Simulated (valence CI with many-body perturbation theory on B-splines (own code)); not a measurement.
Results of a calculation; reference values are marked as such.
**Assign the levels of Ru12+**

Method: relativistic CI+MBPT: four valence electrons over a frozen Dirac-Fock core [Ar] 3d10, a basis of 11 s, 11 p, 10 d, 8 f, 5 g, 2 h functions for each j, with the one-electron correlation potential Σ1, the two-electron term Σ2, the three-electron term Σ3, Breit, model QED; selected CI, second order for the rest, scaled by the run's own slope (own B-spline code, finite nucleus).

No measured levels were compared; by estimate levels hold to about 250 cm⁻¹ or 0.2 % of their energy and the worst to 1 %, as in measured heavy ions of charge 2 to 7; those with d or f electrons hold less well. Among the levels kept, up to 620 cm⁻¹ of a level comes from second order outside the variational space, and about a tenth of that is noise between levels of different J, which matters for small intervals.

| No. | J | Parity | E (cm⁻¹) | g |
| --- | --- | --- | --- | --- |
| 2 | 1 | even | 25986 | 1.500 |
| 6 | 2 | odd | 241740 | 1.955 |
| 7 | 1 | odd | 295630 | 0.673 |
| 8 | 2 | odd | 298060 | 1.253 |
| 9 | 3 | odd | 308490 | 1.333 |
| 11 | 1 | odd | 340700 | 1.367 |
| 16 | 2 | odd | 447420 | 0.692 |
| 17 | 3 | odd | 462400 | 1.090 |
| 19 | 4 | odd | 486290 | 1.250 |

Energies count from the lowest level. Strongly mixed levels and levels close to another of their J and parity, and those with J = 0 are left out, so the numbers can have gaps.

Problem. Give configuration and LS term of each level.

Solution. 2: 4s²4p² ³P; 6: 4s4p³ ⁵S°; 7: 4s4p³ ³D°; 8: 4s4p³ ³D°; 9: 4s4p³ ³D°; 11: 4s4p³ ³P°; 16: 4s²4p4d ³F°; 17: 4s²4p4d ³F°; 19: 4s²4p4d ³F°.
